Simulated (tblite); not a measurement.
Problem. Give a GFN2-xTB geometry of `C([C@@H]1O[Si@@H](F)O[SiH2]1)=O`.

Solution. 
Z-matrix in Å and degrees, rows numbered from 1:
```
O 
C   1  1.2060
C   2  1.4674  1  123.31
O   3  1.4047  2  111.57  1    24.06
Si  4  1.6166  3  114.82  2   -73.09
F   5  1.5967  4  104.91  3  -140.26
O   5  1.6580  4  100.29  3   -29.25
Si  7  1.6116  5  116.75  4     7.36
H   2  1.1061  1  121.96  3  -173.76
H   3  1.0868  2  114.08  1   149.01
H   5  1.4315  4  122.85  3    92.13
H   8  1.4546  3  107.69  2  -155.28
H   8  1.4499  3  112.94  2   -21.72
```

Of the pairs four or more bonds apart, O1···Si5 is among the closest relative to their van der Waals radii: 2.93 Å, 81 % of the sum of Bondi's values. Si5 (fluorine-bound silicon) is distorted tetrahedral (angles from 100.3° to 122.8°). The C–O distances run from 1.206 Å (O1=C2, drawn double) to 1.405 Å (C3–O4, drawn single), a spread of 0.199 Å. Si8 (oxygen-bound silicon) has angles from 93.7° to 119.1°.

The geometry is computed with GFN2-xTB (gas phase).

Point group: C1 (no symmetry element, even within 0.4 Å). Its GFN2-xTB frequencies are all real (lowest 66 cm⁻¹). The numbers are those of one conformer (O1–C2–C3–O4 24°, C2–C3–O4–Si5 -73°, C3–O4–Si5–F6 -140°, O4–Si5–O7–Si8 7°, Si5–O7–Si8–C3 9°). 3 starts were optimised and ended at 0.00, 0.00 and 0.05 kcal/mol (GFN2-xTB); the lowest of these is shown.

Time: 0.66 s of wall time. Hardware: an Arm Neoverse V1 with one thread, shared host. This is the geometry optimisation.
